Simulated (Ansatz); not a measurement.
Several settings on one geometry of MgB₆ (that of the charge 0 singlet, PBE0-D4/def2-SVP). Ansatz on 4 threads of Intel Xeon on a shared host; times are rough.

Cartesian coordinates in Å:
```
Mg -2.895 0.164 0.974
B 1.388 0.621 0.742
B -1.530 0.324 -0.635
B -0.471 -0.782 -0.821
B 2.478 -0.205 0.066
B -0.088 0.614 0.132
B 1.117 -0.736 -0.458
```

Totals from different functionals, basis sets or treatments of relativity can't be compared as stabilities.

DK, ANO-RCC and x2c sets are all-electron and run with scalar relativity unless a key says otherwise. LC-ωPBE has ω = 0.4 bohr⁻¹. B3LYP takes the VWN-RPA correlation.

Scalar relativity in a set contracted without it gives distorted totals.

The spins typed aren't always the lowest for that charge.

Give the basis size and estimate the energy, ⟨S²⟩ and time of these runs.

```csv
run,method,charge,state,further keys
1,RKS PBE0-D3(BJ)-ATM/pcseg-2,0,singlet,"point_charges: [{charge: 1.00, position_ang: [6.997, 0.476, 0.326]}]; scf: {omitted_lower_state_checks: [starts]}"
2,UKS B97/cc-pVDZ,1,doublet,scf: {lower_state_search: off}
3,RKS B3LYP/cc-pVTZ,0,singlet,"point_charges: [{charge: 2.00, position_ang: [5.623, -0.834, -0.536]}]; pseudopotentials: {relativity: scalar}; forces asked"
4,RKS revPBE-D3(BJ)-ATM/def2-TZVPP,0,singlet,scf: {omitted_lower_state_checks: [starts]}; forces asked
5,ROKS SVWN5/def2-SVP,-1,doublet,scf: {lower_state_search: full}; forces asked
6,ROKS LC-ωPBE/ANO-RCC-VTZP,1,doublet,forces asked
7,RKS PBE0-D4/ANO-RCC-VTZP,0,singlet,scf: {omitted_lower_state_checks: [starts]}
```


```csv
run,functions,energy (Eh),⟨S²⟩,wall time
1,199,-348.6610,–,2.5 s
2,102,-348.5912,0.82,5.5 s
3,214,-349.5283,–,17 s
4,218,-348.9086,–,3.6 s
5,102,-346.2433,–,18 s
6,214,-348.7768,–,30 s
7,214,-349.0011,–,7 s
```

The highest occupied level of an anion often lies above zero with these methods, and sets without diffuse functions describe the outer electron poorly. The restricted singlet is unstable towards broken spin symmetry in Hartree–Fock (as tested in another run); at RKS PBE0-D3(BJ)-ATM/pcseg-2, RKS B3LYP/cc-pVTZ, RKS revPBE-D3(BJ)-ATM/def2-TZVPP, RKS PBE0-D4/ANO-RCC-VTZP this wasn't settled.
